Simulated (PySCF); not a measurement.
Computed shifts of a molecule C₇H₅N₃S, PBE0/pcSseg-1 (PySCF), GIAO, gas phase, equivalent atoms averaged, in ppm (number of nuclei): ¹³C: 176.5 (1), 167.9 (1), 166.9 (1), 165.2 (1), 152.2 (1), 135.9 (1), 127.5 (1). ¹⁵N: 379.9 (1), 337.2 (1), 330.7 (1). ¹H: 9.34 (1), 9.15 (1), 8.41 (1), 7.68 (1), 7.32 (1). References: ¹³C against TMS (σ = 186.3 ppm); ¹⁵N against NH3 (σ = 267.4 ppm); ³³S against H2S (σ = 716.7 ppm); ¹H against TMS (σ = 31.56 ppm), references at their B3LYP-D3(BJ)/def2-TZVP geometries, non-relativistic. Geometry: B3LYP-D3(BJ)/def2-SVP. One conformer was computed; it need not be the lowest.

### Question
Which structure fits?
(A) c1cnc(-c2nccs2)nc1
(B) c1ncc(-c2cncs2)cn1
(C) CCc1nc(C#N)sc1C#N

### Answer
A, c1cnc(-c2nccs2)nc1
